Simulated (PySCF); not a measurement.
## Simulated absorption spectrum

Species: C4H13NOSi.
Numbering: `[CH3:1][NH:2][SiH2:3][O:4][CH:5]([CH3:6])[CH3:7]` (hydrogens: H8, H9, H10 on C1; H11 on N2; H12, H13 on Si3; H14 on C5; H15, H16, H17 on C6; H18, H19, H20 on C7)

Method: PySCF, TDDFT CAM-B3LYP/def2-SVPD, vertical, gas phase, core orbitals frozen in the response. One conformer (not necessarily the lowest) at the PBE0-D3(BJ)/def2-SVP geometry, without solvent, vibrations or thermal averaging. Torsions of this conformer, `[CH3:1][NH:2][SiH2:3][O:4][CH:5]([CH3:6])[CH3:7]`: C1–N2–Si3–O4 -89°, N2–Si3–O4–C5 65°, Si3–O4–C5–C6 142°.

Computed states:

```
state  E (eV)       f
   S1    6.27  0.0061
   S2    7.21   0.027
   S3    7.30   0.042
   S4    7.63  0.0044
   S5    7.75   0.038
   S6    7.88  0.0015
   S7    8.00  0.0029
   S8    8.30   0.033
   S9    8.34   0.031
  S10    8.46   0.015
```

Each state is given a Gaussian of 0.4 eV full width at half maximum, with ε(max) = 2.175×10⁸ f / Δν̃ (Δν̃ the width in cm⁻¹). The width is an assumption, not a result. The curve ends short of the highest state used, and states not computed would add to its high-energy end.

Q: What does the envelope look like, and where are its maxima?

A: 
| λ (nm) | ε (L mol⁻¹ cm⁻¹) |
| --- | --- |
| 157.7 | 2534 |
| 159.1 | 2913 |
| 160.6 | 3032 |
| 162.0 | 2900 |
| 163.4 | 2749 |
| 164.8 | 2824 |
| 166.2 | 3225 |
| 167.7 | 3889 |
| 169.1 | 4443 |
| 170.5 | 4660 |
| 171.9 | 4415 |
| 173.3 | 3764 |
| 174.8 | 2829 |
| 176.2 | 1955 |
| 177.6 | 1229 |
| 179.0 | 705 |
| 180.5 | 354 |
| 181.9 | 172 |
| 183.3 | 81 |
| 184.7 | 44 |
| 186.1 | 39 |
| 187.6 | 58 |
| 189.0 | 94 |
| 190.4 | 146 |
| 191.8 | 210 |
| 193.2 | 278 |
| 194.7 | 346 |
| 196.1 | 392 |
| 197.5 | 413 |
| 198.9 | 406 |
| 200.3 | 374 |
| 201.8 | 320 |
| 203.2 | 259 |
| 204.6 | 198 |
| 206.0 | 143 |
| 207.5 | 96 |
| 208.9 | 62 |
| 210.3 | 38 |
| 211.7 | 23 |
| 213.1 | 13 |
| 214.6 | 7 |
| 216.0 | 3 |
| 217.4 | 2 |
| 218.8 | 1 |

Maxima: 198 nm (6.27 eV), ε about 410, made up of S1 (100%); 170 nm (7.27 eV), ε about 4700, made up of S2 (37%) and S3 (61%); 160 nm (7.73 eV), ε about 3000, made up of S5 (83%) (ε in L mol⁻¹ cm⁻¹; maxima over ε = 5, shares over 10%).

Q: What would ε be at 7.27 eV, the highest of these maxima, with half the width (0.2 eV)?

A: About 8450 L mol⁻¹ cm⁻¹ against 4660, a factor of about 1.8; a lone state at its own centre would give exactly 2.

Q: Does any computed singlet lie in the visible range?

A: No computed singlet lies in the visible range (380 to 750 nm); the lowest, at 198 nm, stands 3.00 eV above its violet end (3.26 eV).

Q: Coming from long wavelengths, where does ε first pass 100 L mol⁻¹ cm⁻¹?

A: At about 207 nm (5.98 eV), 0.29 eV below S1.

The vertical ionisation energy (ΔSCF) is 9.06 eV, 0.59 eV above S10.

On one thread, Arm Neoverse N1 (aarch64), shared host with 64 logical CPUs at a one-minute load of 56, this took 7.7 min wall and 1.4 GiB of memory at its peak.

Without π bonds the low states are Rydberg-like; a valence basis with one diffuse set may place them up to an eV too high.
